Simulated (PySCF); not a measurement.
Molecule: `[C@@H]1(C)[C@H](B)C1`, C4H9B.

Structure with atom numbers: `[BH2:1][C@@H:2]1[CH2:3][C@@H:4]1[CH3:5]`. Each H is labelled by its parent atom. Ha(C3) is cis to B1 on the ring; Hb(C3) is trans to B1 on the ring.

Geometry PBE0-D3(BJ)/def2-SVP throughout; GIAO in PySCF, gas phase, one conformer, non-relativistic; equivalent atoms averaged; basis pcSseg-1.

(1) How do the absolute shieldings σ depend on the functional? (a selection of nuclei; ppm; last column core-seconds on shared hosts with different chips, so compare them loosely; the GGAs took longer than the global hybrids here, which isn't the general rule, and the cause wasn't traced)

(2) Which nucleus among those listed moves most, in ppm?

Answers

(1) 
```
functional                    kind    B1     C5     C4     C2     C3  H(C5)  H(C4)  H(C2)  Ha(C3)  core-s
        HF            Hartree–Fock  39.2  173.8  176.1  177.0  178.1  30.40  30.58  31.06   31.16     4.5
       LDA                     LDA   2.4  163.0  151.8  145.6  153.7  29.49  28.93  28.91   29.58      12
       PBE                     GGA  13.0  161.2  152.4  149.5  154.8  29.85  29.43  29.53   30.05      15
      BLYP                     GGA  11.6  155.8  147.5  145.1  150.6  30.00  29.66  29.82   30.26      16
      BP86                     GGA  15.0  160.7  152.3  149.6  154.7  29.91  29.54  29.66   30.13      16
      OPBE                     GGA  25.0  166.8  158.7  158.5  160.9  29.90  29.47  29.60   30.08      15
       KT2                     GGA  24.3  164.2  157.2  154.8  160.0  29.83  29.46  29.64   30.10      15
       KT3                     GGA  28.0  163.1  156.6  156.6  159.8  29.98  29.65  29.88   30.28      15
     B97-D                     GGA  23.7  159.9  153.2  152.5  156.1  30.04  29.75  29.98   30.35      15
     B3LYP           global hybrid  16.2  160.4  154.6  152.6  157.4  30.05  29.84  30.05   30.43     9.4
      PBE0           global hybrid  19.3  166.3  160.6  158.5  162.7  29.95  29.71  29.88   30.31     9.5
  mPW1PW91           global hybrid  20.2  165.3  159.9  158.1  162.0  30.00  29.78  29.97   30.37     9.1
      WP04           global hybrid  20.3  153.0  147.1  150.4  150.8  30.29  30.18  30.55   30.67     8.2
     B97-2           global hybrid  25.0  165.2  160.2  159.6  162.6  30.05  29.85  30.09   30.44     7.6
 BHandHLYP           global hybrid  23.6  166.0  163.4  162.3  165.9  30.14  30.08  30.40   30.67     7.6
 CAM-B3LYP  range-separated hybrid  14.0  164.6  159.9  157.6  162.4  30.02  29.84  30.07   30.45      10
   wB97X-D  range-separated hybrid  23.8  166.5  162.4  161.8  164.4  30.09  29.93  30.22   30.53     9.7
   LC-wPBE  range-separated hybrid  15.3  171.8  167.7  166.4  169.4  30.07  29.88  30.10   30.47      14
```

(2) B1 (boron bonded to C, 2 H): from 2.4 ppm with LDA to 39.2 ppm with HF. The smallest spread is 0.90 ppm, at H(C5). Proton shifts span only some 12 ppm, so a few tenths of a ppm matter as much there as several ppm in carbon.
